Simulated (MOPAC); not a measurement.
MOPAC input (AM1):

```
AM1 FORCE THERMO(298,298) PRECISE LET CHARGE=-1 GEO-OK AUX(PRECISION=9) THREADS=1
H4PSi

Si   -1.04465566 1    0.09006878 1    0.19179631 1
P     1.15589761 1    0.13049409 1   -0.27263902 1
H    -2.02664211 1   -0.12762154 1   -0.86971714 1
H    -1.53633298 1    0.49645571 1    1.50772467 1
H     1.09817374 1   -0.99764689 1   -1.03776957 1
H     1.49644661 1   -0.49071758 1    0.89336236 1
```

Task: Which zero-point energy does it print?

Result: 19.38 kcal/mol, from the harmonic wavenumbers of AM1.
